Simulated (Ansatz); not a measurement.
Frontier orbitals of C2H5ClSi, SMILES `[SiH3]/C=C/Cl`.

| atom | x (Å) | y (Å) | z (Å) |
| --- | --- | --- | --- |
| Si1 | -0.097 | 0.396 | 1.289 |
| C2 | 0.422 | -0.472 | -0.270 |
| C3 | -0.148 | -0.191 | -1.433 |
| Cl4 | 0.274 | -0.949 | -2.922 |
| H5 | -1.175 | 1.364 | 0.957 |
| H6 | -0.599 | -0.584 | 2.289 |
| H7 | 1.053 | 1.119 | 1.891 |
| H8 | 1.206 | -1.225 | -0.245 |
| H9 | -0.936 | 0.542 | -1.558 |

Total charge 0; spin multiplicity 1. The structure was optimised at the PBE0-D4/def2-TZVP level. Basis def2-TZVPP, Ansatz.

```json
{"functional": "PBE", "HOMO (eV)": "-6.53", "LUMO (eV)": "-1.73", "gap (eV)": "4.80"}
{"functional": "r2SCAN", "HOMO (eV)": "-6.77", "LUMO (eV)": "-1.57", "gap (eV)": "5.20"}
{"functional": "PBE0", "HOMO (eV)": "-7.68", "LUMO (eV)": "-0.77", "gap (eV)": "6.91"}
{"functional": "ωB97X-V", "HOMO (eV)": "-9.96", "LUMO (eV)": "1.46", "gap (eV)": "11.42"}
{"functional": "ωB97M-V", "HOMO (eV)": "-9.83", "LUMO (eV)": "1.35", "gap (eV)": "11.18"}
```

From PBE to PBE0 the HOMO moves by −1.15 eV and the LUMO by +0.97 eV, and with ωB97M-V by −3.30 and +3.08 eV, so the gap grows from 4.80 to 11.18 eV with exact exchange. A positive LUMO is unbound and depends on the basis.
